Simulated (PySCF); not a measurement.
## Two-component Hartree-Fock for Os²⁺ (osmium, charge +2)

Start: [Xe] 4f14 5d5 6p1; 5d5/2 filled at m_j = -3/2, -1/2, +1/2, +3/2, +5/2; 6p3/2 filled at m_j = +3/2. Calculated with PySCF 2.14 in x2c-TZVPall-2c with one added diffuse shell each of s, p, d type (12s12p11d2f, 117 functions): generalised Hartree-Fock with the X2C-1e Hamiltonian and a Gaussian nucleus; spin-orbit coupling (SO) screened by Boettger's factors. This is a chosen level, not necessarily the ground level.

```
spinor shell  electrons  ε, screened SO (eV)  weight of nominal j (screened SO)  rms radius, screened SO (bohr)
       1s1/2          2             -74276.6                              1.000                          0.0201
       2s1/2          2             -13096.9                              1.000                          0.0809
       2p1/2          2             -12517.9                              1.000                          0.0687
       2p3/2          4             -10981.0                              1.000                          0.0764
       3s1/2          2              -3128.9                              1.000                           0.207
       3p1/2          2              -2870.5                              1.000                           0.198
       3p3/2          4              -2530.0                              1.000                           0.214
       3d3/2          4              -2102.3                              1.000                           0.188
       3d5/2          6              -2028.9                              1.000                           0.193
       4s1/2          2              -711.65                              1.000                           0.459
       4p1/2          2              -602.07                              1.000                           0.466
       4p3/2          4              -521.09                              1.000                           0.499
       4d3/2          4              -340.90                              0.999                           0.519
       4d5/2          6              -325.29                              0.999                           0.531
       5s1/2          2              -129.73                              1.000                            1.08
       5p1/2          2              -94.829                              0.917                            1.19
       4f5/2          6              -94.681                              0.978                           0.610
       4f7/2          8              -91.723                              0.983                           0.610
       5p3/2          4              -79.158                              0.959                            1.26
       5d5/2          5              -34.607                              0.507                            1.74
       6p3/2          1              -17.804                              1.000                            3.54
```

| quantity | screened SO |
| --- | --- |
| E (hartree) | -17262.63550 |
| M_J | 4 |
| ⟨J²⟩ | 20.008 |
| ⟨L²⟩ | 2.412 |
| ⟨S²⟩ | 11.745 |

Each row is a mean over spinors that exchange with the open shell spreads, by up to 9.799 eV (5p3/2).

Rows whose weight is well below 1 are mixtures of j = l ± 1/2: exchange outweighs spin-orbit coupling there, and the label is only the starting occupation.

Breit and QED terms are absent; they matter most for the inner s and p1/2 levels.

Densities and radii are taken from the X2C orbitals without a picture-change correction, which distorts them close to the nucleus.
